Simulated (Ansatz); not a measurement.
Basis-set series for GaH8NSi (`[SiH3][NH2+][GaH3-]`). Charge 0, multiplicity 1. The structure was optimised at the PBE0-D4/def2-TZVP level.

```xyz
11

Si    0.372   -0.605   -1.410
N     0.754   -0.057    0.238
Ga   -0.988    0.689    1.313
H     1.596   -1.106   -2.088
H    -0.168    0.564   -2.134
H    -0.617   -1.695   -1.278
H     1.126   -0.793    0.830
H     1.420    0.709    0.263
H    -1.857   -0.631    1.279
H    -1.380    1.858    0.323
H    -0.257    1.067    2.663
```

```tsv
functional	basis	functions	energy (Eh)	HOMO (eV)	LUMO (eV)
PBE0-D4	def2-TZVPP	233	-2273.50729	-7.58	-0.68
PBE0-D4	def2-QZVPP	456	-2273.56481	-7.59	-0.81
ωB97M-V	def2-TZVPP	233	-2273.77780	-9.84	0.89
ωB97M-V	def2-QZVPP	456	-2273.83322	-9.84	0.59
```

Question: Give the rows for def2-SVP. (An estimate is asked.)

Answer: The calculation gave: 
```tsv
functional	basis	functions	energy (Eh)	HOMO (eV)	LUMO (eV)
PBE0-D4	def2-SVP	104	-2273.08813	-7.50	-0.30
ωB97M-V	def2-SVP	104	-2273.35378	-9.70	1.46
```

Positive LUMOs are unbound and depend on the basis. Scalar relativity is left out up to krypton.

Computed with Ansatz.
